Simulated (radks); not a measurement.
Results of a calculation; reference values are marked as such.
Problem. Radial electron density D(r) = 4 pi r^2 rho(r) of an atom or ion with 11 electrons. Level of theory: scalar-relativistic Kohn-Sham, LB94 model potential, spin-polarised, spherical densities, finite nucleus; Fermi nuclear charge, rms radius of each element as measured or else 0.836 A^(1/3) + 0.57 fm (a radial shooting solver on a logarithmic mesh with Libxc functionals).

```
   r/bohr * D(r) (the largest magnitude, 18.4, reaches the edge; | marks zero)
 0.007914 |    *
 0.008923 |     *
 0.009981 |      *
  0.01125 |        *
  0.01259 |          *
  0.01419 |            *
  0.01587 |               *
   0.0179 |                  *
  0.02002 |                     *
  0.02257 |                        *
  0.02525 |                            *
  0.02846 |                                *
  0.03184 |                                    *
   0.0359 |                                         *
  0.04047 |                                             *
  0.04527 |                                                *
  0.05104 |                                                   *
  0.05709 |                                                     *
  0.06437 |                                                      *
    0.072 |                                                      *
  0.08118 |                                                    *
   0.0908 |                                                 *
   0.1024 |                                              *
   0.1145 |                                          *
   0.1291 |                                      *
   0.1444 |                                    *
   0.1628 |                                   *
   0.1821 |                                   *
   0.2053 |                                      *
   0.2297 |                                         *
    0.259 |                                             *
   0.2896 |                                                 *
   0.3266 |                                                   *
   0.3653 |                                                  *
   0.4118 |                                               *
   0.4643 |                                          *
   0.5194 |                                   *
   0.5856 |                           *
    0.655 |                    *
   0.7385 |             *
    0.826 |        *
   0.9314 |     *
    1.042 |    *
    1.175 |   *
    1.314 |  *
    1.481 | *
    1.657 | *
    1.868 |*
    2.089 |*
    2.356 *
    2.635 *
    2.971 *
    3.323 *
    3.747 *
    4.191 *
```

What is the nuclear charge?

Solution. Z = 16. The innermost maximum, from 1s, lies near gamma/Z bohr with gamma = sqrt(1 - (Z/c)^2) = 0.993, here 0.0621 bohr (found: 0.0654), and its height grows with Z. The density is that of the sulfur ion S5+ in [Ne] 3s1; the configuration itself is not fixed sharply by these data, and Z only to about a unit. D(r) has 2 maxima, at r = 0.0654, 0.340 bohr, and minima at 0.165 bohr, inside which lie 2.21 electrons.
